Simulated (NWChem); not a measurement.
Species: AlH2O2Cl; SMILES [Cl][Al]([OH])[OH]

```xyz
6

Al    -0.0391     0.4280     0.0000
Cl     0.2004    -1.6485     0.0000
O     -1.6142     1.0327     0.0000
H     -1.8398     1.9640     0.0000
O      1.2896     1.4747     0.0000
H      2.2097     1.2071     0.0000
```
Atoms are numbered in this order, from 1.

All runs: NWChem. Pople sets run with spherical d functions. All runs use the structure optimised with PBE0/def2-SVP. Vzz is the largest principal value of the second derivative of the potential at the nucleus (NWChem prints the opposite sign); η is the asymmetry. Non-relativistic.

```tsv
level	Vzz Al1 (a.u.)	η Al1	Vzz Cl2 (a.u.)	η Cl2	Vzz O3 (a.u.)	η O3	Vzz O5 (a.u.)	η O5
PBE0/def2-TZVP	0.948	0.46	1.424	0.27	1.336	0.15	1.332	0.15
PBE0/6-31G*	0.680	0.58	1.432	0.22	1.327	0.21	1.319	0.22
Hartree-Fock/cc-pVTZ	1.039	0.43	1.211	0.31	1.400	0.11	1.396	0.11
Hartree-Fock/def2-TZVP	?	0.44	?	0.31	?	0.12	?	0.12
```

Problem. Complete the blanks.

Solution. 
- Hartree-Fock/def2-TZVP, Vzz Al1 (a.u.): 1.053
- Hartree-Fock/def2-TZVP, Vzz Cl2 (a.u.): 1.315
- Hartree-Fock/def2-TZVP, Vzz O3 (a.u.): 1.411
- Hartree-Fock/def2-TZVP, Vzz O5 (a.u.): 1.408
